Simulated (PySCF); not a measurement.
Sm⁴⁷⁺: ionisation energy

Sm⁴⁷⁺ [Ne] 3s2 3p3 (4S) → Sm⁴⁸⁺ [Ne] 3s2 3p2 (3P), as a difference of total energies. Computed with PySCF 2.14 in an uncontracted even-tempered set (18 s from 10 bohr⁻², ratio 2.5; 12 p from 14 bohr⁻², ratio 2.5; 4 d from 54 bohr⁻², ratio 2.7; 4 f from 80 bohr⁻², ratio 2.7), with the spin-free X2C one-electron Hamiltonian (Gaussian nucleus). Correlated levels: outer shells: 1s2 frozen; virtual orbitals above 40 to 60 times the deepest correlated orbital energy dropped. The calculations carry no spin-orbit coupling.

| method | ionisation energy (eV) |
| --- | --- |
| UHF | 4035.8 |
| MP2 (outer shells) | 4036.3 |
| SCS-MP2 (outer shells) | 4036.1 |
| CCSD (outer shells) | 4036.2 |
| CCSD(T) (outer shells) | 4036.2 |

Spin-orbit coupling is strong in these open shells (close to jj coupling). The scalar numbers leave it out and a first-order estimate fails, so it can dominate the gap to the real levels.

The ground level that NIST lists for one species does not belong to the high-spin term computed here, so part of any gap is the choice of state.

Breit and QED terms and the two-electron picture change are absent.

For comparison: 3971 ± 4 eV (theoretical estimate listed by NIST; NIST Atomic Spectra Database, ionization energies).
